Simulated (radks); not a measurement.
Question: Excited configurations of Au II: one electron is placed in a higher orbital outside [Xe] 4f14 5d9. The ground configuration is [Xe] 4f14 5d10. Calculated with a radial shooting solver on a logarithmic mesh with Libxc functionals: non-relativistic Kohn-Sham, TPSS, spin-polarised, spherical densities, point nucleus; open shells are filled with parallel spins first (spin-orbit coupling, left out, can overturn this in heavy ions); meta-GGA in the generalised Kohn-Sham scheme; relativity is left out, which matters for an element this heavy. Excitation = E - E(ground); binding = E(ion) - E, where the ion is the core of charge +2; n* = 2/sqrt(2 binding) in atomic units, and the quantum defect is n - n*.

outer orbital  excitation (eV)  binding (eV)     n*  quantum defect  eigenvalue (eV)  <r> (bohr)
5f                      18.020         3.605  3.886           1.114           -2.592       8.479
6p                      10.908        10.717  2.253           3.747           -8.002       3.578
6d                      15.922         5.703  3.089           2.911           -4.235       5.989
6f                      19.187         2.438  4.725           1.275           -1.850       14.50
7p                      16.351         5.274  3.212           3.788           -4.150       7.694
7d                      18.182         3.443  3.976           3.024           -2.640       11.12
7f                      19.863         1.762  5.557           1.443           -1.379       21.66

Estimate the row for 6s.

Answer: excitation (eV) 5.884; binding (eV) 15.741; n* 1.859; quantum defect 4.141; eigenvalue (eV) -12.317; <r> (bohr) 2.874. The Delta-SCF ionisation energy is 21.625 eV (NIST Atomic Spectra Database: 20.20 eV, measured). Self-interaction in the functional shifts the binding energies and quantum defects, so they are the method's values and not measured ones. Relativity is left out here, which matters for elements this heavy. Open shells are spherical and high-spin; term and fine-structure splittings are not resolved.
